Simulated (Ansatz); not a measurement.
Mulliken charges of C2H6OSi, SMILES `OC1C[SiH2]1` from PBE/def2-TZVPP in Ansatz (PBE0-D4/def2-TZVP geometry).

```tsv
atom	x (Å)	y (Å)	z (Å)	charge (e)
O1	-0.759	1.059	-1.275	-0.297
C2	-0.582	0.456	-0.027	0.019
C3	-0.063	-0.992	0.008	-0.226
Si4	1.124	0.265	0.682	0.176
H5	-1.471	0.596	-1.730	0.180
H6	-1.388	0.646	0.685	0.075
H7	-0.590	-1.701	0.637	0.083
H8	0.203	-1.393	-0.967	0.088
H9	1.320	0.398	2.141	-0.055
H10	2.290	0.616	-0.151	-0.045
```

Question: By hand: the dipole of these point charges (1 e Å = 4.8032 D).

Answer: Σ q r = (-0.149, -0.193, 0.093) e Å, of length 0.261 e Å = 1.25 D.

Question: How does the dipole of the full density compare? (An estimate is asked.)

Answer: Computed: (-0.177, -0.253, 0.051) e Å, 1.50 D; the point charges give 0.83 times that, at 12° from its direction.

Point charges leave out the atoms' own dipoles, such as those of lone pairs, and Mulliken's split depends on the basis, so the two needn't agree.
